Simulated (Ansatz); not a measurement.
CH2GeN2, SMILES `N#[C][Ge][NH2]` (excited triplet) (charge 0, multiplicity 3). This triplet is an excited state, 2.24 eV above the relaxed singlet at the level frozen-core CCSD(T)/cc-pVTZ // PBE0-D3(BJ)/def2-TZVP (Ansatz, a first-principles code).

These are BLYP/cc-pVTZ // PBE0-D3(BJ)/def2-TZVP run with Ansatz values and carry that method's errors.

Ansatz 0.2 input:
```yaml
crystal:
  periodic: [false, false, false]
  atoms:
    - { symbol: N, position_ang: [2.892883, -0.341344, 0.326151] }
    - { symbol: C, position_ang: [1.83431, 0.092582, 0.149526] }
    - { symbol: Ge, position_ang: [0.162199, 0.945184, -0.147515] }
    - { symbol: N, position_ang: [-1.243243, -0.252062, -0.191324] }
    - { symbol: H, position_ang: [-1.923218, -0.134515, 0.550233] }
    - { symbol: H, position_ang: [-1.722931, -0.309848, -1.081632] }
basis:
  gaussian: { orbitals: cc-pVTZ }
hamiltonian:
  xc: blyp
magnetization:
  spin_polarized: true
  initial_magnetization: 2
```

Output:

```
Functional definition: BLYP
991 factors; their error is unknown
mean field evaluation 1: about -60546.1453 eV, gradient 7.2e1 eV
mean field evaluation 2: about -60332.2327 eV, gradient 1.7e2 eV
mean field evaluation 4: about -60561.1017 eV, gradient 4.0e1 eV
mean field evaluation 8: about -60568.6239 eV, gradient 7.5e-1 eV
mean field evaluation 16: about -60568.6114 eV, gradient 3.1e-3 eV
mean field -60568.61142225 eV, -2225.8554148884 hartree, gradient 6.8e-5 eV, S^2 2.003303; 0 other end points of the search recorded, 0 dependent functions left out
reference -60568.61171032 eV, -2225.8554254746 hartree; 28, 26 occupied and 133, 135 virtual orbitals, 991 factors
Total energy: -60568.61171032 eV, -2225.8554254746 hartree
```
